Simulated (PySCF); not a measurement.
C3H5N3. Atoms are numbered in the order given.

```xyz
11

N      2.4544    -0.7118     0.6289
C      1.6270    -0.3755    -0.1206
N      0.7650    -0.0327    -1.0818
C     -0.3987     0.4369    -0.8172
C     -1.0341     0.6297     0.5352
N     -2.2821    -0.1074     0.6763
H     -1.0292     0.6776    -1.6887
H     -1.2349     1.7060     0.6810
H     -0.3300     0.3260     1.3266
H     -2.9907     0.2120     0.0162
H     -2.1413    -1.1047     0.5172
```

The structure is a stationary point at B3LYP-D3(BJ)/def2-SVP. The structure was generated by enumeration; whether it is a known compound was not checked. The values are those of a single conformer.

Method: PySCF with PBE/pcSseg-1.

GIAO shieldings, no solvent; atoms listed in one row are averaged. δ = σ(ref) − σ: ¹⁵N against NH3 (σ = 267.0 ppm); ¹³C against TMS (σ = 182.0 ppm); ¹H against TMS (σ = 31.49 ppm), references at their B3LYP-D3(BJ)/def2-TZVP geometries, non-relativistic.

Problem. Estimate the chemical shifts. (An estimate is asked for; the answer gives what the named calculation found.)

Solution. 
```csv
nucleus,atoms,count,δ (ppm)
¹⁵N,N1,1,325.5
¹⁵N,N3,1,318.1
¹⁵N,N6,1,38.8
¹³C,C4,1,192.3
¹³C,C2,1,119.0
¹³C,C5,1,55.1
¹H,H7,1,7.92
¹H,H9,1,4.26
¹H,H8,1,3.43
¹H,H10,1,0.88
¹H,H11,1,0.78
```
